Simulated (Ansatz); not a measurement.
`[SiH3][AlH][S][SiH3]` + `[AlH2][SiH2]Cl` → `[AlH2][SiH]([SiH3])Cl` + `[AlH2][S][SiH3]` at 400 K and 1 bar (formal exchange of groups at the Si–Al bond).

Calculated with Ansatz (gas phase, PBE0-D4/def2-TZVP geometries, no zero-point term in ΔE). CBS: MP2 limit from def2 TZ/QZ plus the TZ coupled-cluster correction, frozen cores. One conformer a species, not always the lowest.

```json
{"species": "`[SiH3][AlH][S][SiH3]`", "CCSD(T)/CBS energy (Eh)": "-1222.20542", "H − E (kJ/mol)": "195.2", "S (J/(mol·K))": "432.2"}
{"species": "`[AlH2][SiH2]Cl`", "CCSD(T)/CBS energy (Eh)": "-993.29495", "H − E (kJ/mol)": "111.3", "S (J/(mol·K))": "361.4"}
{"species": "`[AlH2][SiH]([SiH3])Cl`", "CCSD(T)/CBS energy (Eh)": "-1283.57831", "H − E (kJ/mol)": "167.4", "S (J/(mol·K))": "433.7"}
{"species": "`[AlH2][S][SiH3]`", "CCSD(T)/CBS energy (Eh)": "-931.92152", "H − E (kJ/mol)": "136.5", "S (J/(mol·K))": "361.1"}
```

H − E and S are ideal-gas, rigid-rotor, harmonic terms from PBE0-D4/def2-TZVP, for one conformer and one mirror image of each species. 1 Eh = 2625.50 kJ/mol, R = 8.31446 J/(mol·K).

Q: By hand: ΔE, ΔH, ΔS and ΔG.

A: ΔE = (-1283.57831) + (-931.92152) − (-1222.20542) − (-993.29495) = 0.00054 Eh = 1.4 kJ/mol. Δ(H − E) = 167.4 + 136.5 − 195.2 − 111.3 = -2.6, so ΔH = -1.2 kJ/mol. ΔS = 433.7 + 361.1 − 432.2 − 361.4 = 1.2 J/(mol·K). ΔG = -1.2 − 400 × (1.2)/1000 = -1.7 kJ/mol.

Q: By hand: the equilibrium constant, and the temperature at which ΔG would vanish if ΔH and ΔS stayed fixed.

A: log₁₀ K = −ΔG/(RT ln 10) = 0.2. ΔH and −TΔS have one sign here, so there is no such temperature. One of them is within its doubt of zero, so this could turn.

TΔS isn't small against ΔH here. The sign of ΔG lies within the doubt. A doubt of 5 kJ/mol in ΔE shifts log₁₀ K by 0.7 here. Other conformers and mirror images would add mixing entropy, several J/(mol·K) or more a flexible species. Modes under 60 cm⁻¹, often nearly free rotors, make the harmonic entropy too high. These are equilibria of isolated gas molecules and say nothing of rates. Largest T1 diagnostic: 0.013 (customary marks: 0.02 for closed shells, 0.045 for open ones).
